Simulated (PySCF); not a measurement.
Compound: BGeH₉Si₂.
Numbering: `[BH2:1][Si@H:2]([SiH3:3])[GeH3:4]` (hydrogens: H5, H6 on B1; H7 on Si2; H8, H9, H10 on Si3; H11, H12, H13 on Ge4)

Cartesian coordinates in Å at the PBE0-D3(BJ)/def2-SVP level; atoms count from 1:
```xyz
13
BGeH9Si2 angstrom
B      0.2507    2.0129    0.9054
Si     0.3911    0.5710   -0.4651
Si    -1.3612   -0.9624   -0.1347
Ge     2.3798   -0.6924   -0.0422
H      0.1606    3.1846    0.6276
H      0.2567    1.6988    2.0733
H      0.3940    1.0194   -1.8948
H     -1.2478   -2.0890   -1.1118
H     -2.6978   -0.3133   -0.3058
H     -1.2688   -1.5126    1.2529
H      2.3182   -1.2729    1.3836
H      2.4851   -1.8554   -1.0476
H      3.6445    0.1796   -0.1653
```

Level of theory: PySCF, PBE0-D3(BJ)/def2-SVP geometry optimisation, gas phase.

Take the most abundant isotopes and a rigid rotor. The values belong to one conformer with, in the numbering `[BH2:1][Si@H:2]([SiH3:3])[GeH3:4]`, H–B1–Si2–Si3 -123° and 57°.

(1) Give the principal moments of inertia and the rotational constants in MHz.

(2) Classify the top.

(3) What does the inertial defect say?

(4) Give the other two planar moments, Paa and Pbb, and the rms extents of the mass along the axes.

(5) Which lines would a microwave search look for?

(6) Estimate the classical rotational partition function at 25 K, 298.15 K and 500 K.

Answers

(1) Ia = 155.19, Ib = 379.30, Ic = 484.09 u·Å²; 505379 MHz·u·Å²/I gives A = 3257, B = 1332, C = 1044 MHz.

(2) An asymmetric top: κ = (2 × 1332 − 3257 − 1044)/(3257 − 1044) = -0.74.

(3) Not planar: Δ = Ic − Ia − Ib = -50.40 u·Å². For a rigid frame Δ = −2 Σ m c², so Σ m c² = 25.20 u·Å² lies off the ab plane: 13.20 from hydrogen and 12.00 from heavier atoms. The atom farthest from that plane is 2.03 Å away.

(4) Paa = Σ m a² = (Ib + Ic − Ia)/2 = 354.10 and Pbb = Σ m b² = (Ia + Ic − Ib)/2 = 129.99 u·Å². With the mass M = 149.95 u, the rms extents √(P/M) along a, b and c are 1.54, 0.93, 0.41 Å.

(5) The dipole components are |μa| = 0.00 D, |μb| = 0.18 D, |μc| = 0.00 D. The squared components, which scale the intensities, stand as 0.00 : 1.00 : 0.00 (a : b : c). Some of the stronger lines:

```json
{"type": "b", "branch": "R", "J(Ka,Kc)": "3(1,2) ← 2(2,1)", "MHz": "1770", "lower level (cm⁻¹)": "0.514"}
{"type": "b", "branch": "Q", "J(Ka,Kc)": "1(1,0) ← 1(0,1)", "MHz": "2213", "lower level (cm⁻¹)": "0.079"}
{"type": "b", "branch": "Q", "J(Ka,Kc)": "3(1,2) ← 3(0,3)", "MHz": "3062", "lower level (cm⁻¹)": "0.471"}
{"type": "b", "branch": "Q", "J(Ka,Kc)": "4(1,3) ← 4(0,4)", "MHz": "3855", "lower level (cm⁻¹)": "0.778"}
{"type": "b", "branch": "R", "J(Ka,Kc)": "1(1,1) ← 0(0,0)", "MHz": "4300", "lower level (cm⁻¹)": "0.000"}
{"type": "b", "branch": "R", "J(Ka,Kc)": "4(1,3) ← 3(2,2)", "MHz": "4656", "lower level (cm⁻¹)": "0.752"}
{"type": "b", "branch": "Q", "J(Ka,Kc)": "4(2,2) ← 4(1,3)", "MHz": "5257", "lower level (cm⁻¹)": "0.907"}
{"type": "b", "branch": "Q", "J(Ka,Kc)": "2(2,0) ← 2(1,1)", "MHz": "5802", "lower level (cm⁻¹)": "0.321"}
{"type": "b", "branch": "R", "J(Ka,Kc)": "2(1,2) ← 1(0,1)", "MHz": "6388", "lower level (cm⁻¹)": "0.079"}
{"type": "b", "branch": "Q", "J(Ka,Kc)": "2(2,1) ← 2(1,2)", "MHz": "6638", "lower level (cm⁻¹)": "0.292"}
{"type": "b", "branch": "Q", "J(Ka,Kc)": "3(2,2) ← 3(1,3)", "MHz": "7088", "lower level (cm⁻¹)": "0.515"}
{"type": "b", "branch": "Q", "J(Ka,Kc)": "4(2,3) ← 4(1,4)", "MHz": "7696", "lower level (cm⁻¹)": "0.811"}
{"type": "b", "branch": "R", "J(Ka,Kc)": "4(0,4) ← 3(1,3)", "MHz": "7889", "lower level (cm⁻¹)": "0.515"}
{"type": "b", "branch": "R", "J(Ka,Kc)": "3(1,3) ← 2(0,2)", "MHz": "8344", "lower level (cm⁻¹)": "0.237"}
{"type": "b", "branch": "R", "J(Ka,Kc)": "4(1,4) ← 3(0,3)", "MHz": "10207", "lower level (cm⁻¹)": "0.471"}
{"type": "b", "branch": "Q", "J(Ka,Kc)": "3(3,0) ← 3(2,1)", "MHz": "10213", "lower level (cm⁻¹)": "0.757"}
{"type": "b", "branch": "Q", "J(Ka,Kc)": "3(3,1) ← 3(2,2)", "MHz": "10360", "lower level (cm⁻¹)": "0.752"}
{"type": "b", "branch": "R", "J(Ka,Kc)": "2(2,1) ← 1(1,0)", "MHz": "10814", "lower level (cm⁻¹)": "0.153"}
{"type": "b", "branch": "R", "J(Ka,Kc)": "2(2,0) ← 1(1,1)", "MHz": "11132", "lower level (cm⁻¹)": "0.143"}
{"type": "b", "branch": "R", "J(Ka,Kc)": "3(2,2) ← 2(1,1)", "MHz": "12901", "lower level (cm⁻¹)": "0.321"}
{"type": "b", "branch": "R", "J(Ka,Kc)": "3(2,1) ← 2(1,2)", "MHz": "13915", "lower level (cm⁻¹)": "0.292"}
{"type": "b", "branch": "Q", "J(Ka,Kc)": "4(4,0) ← 4(3,1)", "MHz": "14416", "lower level (cm⁻¹)": "1.416"}
{"type": "b", "branch": "R", "J(Ka,Kc)": "4(2,3) ← 3(1,2)", "MHz": "14842", "lower level (cm⁻¹)": "0.573"}
{"type": "b", "branch": "R", "J(Ka,Kc)": "4(2,2) ← 3(1,3)", "MHz": "17001", "lower level (cm⁻¹)": "0.515"}
{"type": "b", "branch": "R", "J(Ka,Kc)": "3(3,0) ← 2(2,1)", "MHz": "17491", "lower level (cm⁻¹)": "0.514"}
{"type": "b", "branch": "R", "J(Ka,Kc)": "4(3,2) ← 3(2,1)", "MHz": "19772", "lower level (cm⁻¹)": "0.757"}
{"type": "b", "branch": "R", "J(Ka,Kc)": "4(3,1) ← 3(2,2)", "MHz": "19933", "lower level (cm⁻¹)": "0.752"}
{"type": "b", "branch": "R", "J(Ka,Kc)": "4(4,1) ← 3(3,0)", "MHz": "23987", "lower level (cm⁻¹)": "1.097"}
```

(6) Point group C1, symmetry number σ = 1; q = (√π/σ)·√((kT/h)³/(ABC)), k/h = 20836.6 MHz/K: 9900 at 25 K, 408000 at 298.15 K, 886000 at 500 K.

Not checked by PBE0-D3(BJ)/def2-SVP frequencies. Zero-point vibration and centrifugal distortion are left out. A rigid rotor knows nothing of internal rotation, which can split or shift real lines. Quadrupole hyperfine structure (11B) is left out.
